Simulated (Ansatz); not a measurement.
Ideal-gas functions of `[O+]#[C][Os-4]([C]#[O+])([C]#[O+])[C]#[O+]` at 600 K and 1 bar, from an Ansatz frequency run at PBE0-D4/def2-TZVP.

Molar mass 302.27 g/mol, point group D2d (symmetry number 4), electronic degeneracy 1, moments of inertia 429.142, 429.973, 696.256 u Å². Harmonic wavenumbers (cm⁻¹, unscaled): 26, 63, 79, 79, 90, 377, 378, 382, 432, 433, 472, 491, 513, 549, 573, 588, 588, 2089, 2090, 2113, 2202.

Use S(trans) = R[1.5 ln M + 2.5 ln T − 1.1517]; rotational temperatures θ = 24.2544 K / I; S(rot) = R[ln(√π/σ · √(T³/θAθBθC)) + 1.5]; for each mode x = 1.438777 ν̃/T, S = R[x/(eˣ − 1) − ln(1 − e⁻ˣ)] and H = RT x/(eˣ − 1); 1 cm⁻¹ = 0.0119627 kJ/mol; R = 8.31446 J/(mol·K).

Task: By hand: the entropy, in J/(mol·K).

Result: Translation 194.6. Rotation: θ = 0.0565, 0.0564, 0.0348 K, giving 123.3. Vibration, mode by mode: 31.39, 24.04, 22.16, 22.16, 21.08, 9.43, 9.41, 9.33, 8.38, 8.37, 7.71, 7.42, 7.10, 6.60, 6.30, 6.11, 6.11, 0.34, 0.33, 0.32, 0.27, in all 214.4. Electronic 0.0. Sum 532.3 J/(mol·K).

Task: By hand: H − E and G − E in kJ/mol, counted from the electronic energy.

Result: Zero-point energy ½ × 14607 × 0.0119627 = 87.4; thermal vibration 55.6; translation, rotation and pV give 4 RT = 20.0. H − E = 163.0 kJ/mol, and G − E = 163.0 − 600 × 532.3/1000 = -156.4 kJ/mol.

Vibration gives 40 % of the entropy, 120.8 J/(mol·K) of it from the modes under 150 cm⁻¹: soft modes count most, and the harmonic formula is weakest for them.
